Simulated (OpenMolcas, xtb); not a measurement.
# HBr (hydrogen bromide): the dipole moment, rung by rung

HBr: 2 atoms, total charge 0, spin state singlet. As SMILES, `Br`. The coordinates come from a PBE0-D4/def2-TZVP relaxation.

```csv
atom,x (Å),y (Å),z (Å)
Br,-0.6032,0.2180,-0.3050
H,0.6032,-0.2180,0.3050
```

Quantity: the dipole moment, in D. The values are calculated.

**The experiment to reproduce.** NIST CCCBDB gives the dipole moment of the gas as 0.83 D.

```tsv
level	kind	program	value (D)	computed − measured
GFN2-xTB	semi-empirical	xtb	2.50	+1.67
HF/cc-pVTZ	Hartree–Fock	OpenMolcas	1.02	+0.19
SVWN5/cc-pVTZ	LDA	OpenMolcas	0.99	+0.16
revPBE/cc-pVTZ	GGA	OpenMolcas	0.90	+0.07
r2SCAN/cc-pVTZ	meta-GGA	OpenMolcas	0.97	+0.14
B3LYP/cc-pVTZ	global hybrid	OpenMolcas	0.92	+0.09
PBE0/cc-pVTZ	global hybrid	OpenMolcas	0.96	+0.13
```

Nearest: revPBE/cc-pVTZ (+0.07 D); farthest: GFN2-xTB (+1.67 D). The measured dipole is a vibrational average, so differences of a few hundredths of a debye mean little. Computed less measured by kind, in D (cc-pVTZ rows): semi-empirical +1.67; Hartree–Fock +0.19; LDA +0.16; GGA +0.07; meta-GGA +0.14; global hybrid +0.09 to +0.13. All-electron rows without a relativistic Hamiltonian named are non-relativistic. Magnitudes only: a small dipole may point the other way at some levels.
